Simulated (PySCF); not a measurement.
Compound: C6H10B (charge +1).
Atom-mapped SMILES: `[CH3:1][B:2]([CH3:3])[CH2:4][c+:5]1[cH:6][cH:7]1` (hydrogens: H8, H9, H10 on C1; H11, H12, H13 on C3; H14, H15 on C4; H16 on C6; H17 on C7)

Structure used (GFN2-xTB), in Å, numbered top down from 1:
```
atom  x, y, z in Å
C1    -1.2065    0.5124    1.3362
B2    -0.8618   -0.0580   -0.0661
C3    -1.8058   -0.9467   -0.9185
C4     0.5765    0.3402   -0.8111
C5     1.6232    0.2519    0.1102
C6     2.3196    0.7348    1.2338
C7     2.6644   -0.4687    0.7208
H8    -2.1459    1.0655    1.2881
H9    -0.4666    1.1663    1.7899
H10   -1.4112   -0.2928    2.0432
H11   -2.7364   -1.1899   -0.4126
H12   -2.0689   -0.4597   -1.8585
H13   -1.3361   -1.8850   -1.2137
H14    0.7260   -0.2935   -1.6815
H15    0.3546    1.3716   -1.0931
H16    2.4809    1.4974    1.9611
H17    3.2870   -1.3337    0.7552
```

The closed-shell SCF was solved with PySCF and density fitting under several settings on one GFN2-xTB geometry (grid level 2 and gas phase unless stated).

```tsv
settings	basis functions	SCF cycles	E (Eh)	HOMO (eV)	LUMO (eV)
PBE0/def2-SVPD, grid level 3	220	13	-258.6758	-13.19	-6.51
mPW1PW91/ANO-RCC-VDZP, IEF-PCM chloroform	148	13	-259.2604	-9.93	-2.73
PBE0/pcSseg-1	169	13	-258.8146	-13.23	-6.51
```

Problem. Estimate the row for these settings: OLYP/3-21G, start guess vsap.

Solution. 
```csv
settings,basis functions,SCF cycles,E (Eh),HOMO (eV),LUMO (eV)
"OLYP/3-21G, start guess vsap",83,15,-257.6302,-11.77,-7.35
```

Problem. Over all rows, what range does the HOMO–LUMO gap span?

Solution. From 4.42 eV (OLYP/3-21G, start guess vsap) to 7.20 eV (mPW1PW91/ANO-RCC-VDZP, IEF-PCM chloroform). The functional of the narrowest has no exact exchange, that of the widest 25 % exact exchange.

Problem. Compare two rows with the functional PBE0: PBE0/pcSseg-1 and PBE0/def2-SVPD, grid level 3. Which energy is lower, and by how much?

Solution. PBE0/pcSseg-1 (169 functions) lies 0.1388 Eh or 87 kcal/mol below PBE0/def2-SVPD, grid level 3 (220 functions). The smaller set gives the lower energy; the two sets aren't nested, so the variational bound doesn't order them by size.

Cycle counts include a coarse-grid stage where the run had one. ANO-RCC sets were contracted for a scalar-relativistic Hamiltonian, but ran non-relativistically here. The structure is a single GFN2-xTB conformer; no vibrational corrections.
